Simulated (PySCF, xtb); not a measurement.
Cu(OH) (CuHO), SMILES [Cu][OH], multiplicity 1.

Harmonic wavenumbers (cm⁻¹) from xtb with GFN2-xTB at its own minimum, in rising order: 488, 749, 3682.

What does r2SCAN-D4/def2-TZVP run with PySCF 2.14.0 give at its own minimum? (Estimate from the structure and the level; the computed values follow.)

631, 795, 3769. Paired by order, the mean absolute difference is 92 cm⁻¹ and the zero-point energies are 7.0 and 7.4 kcal/mol.
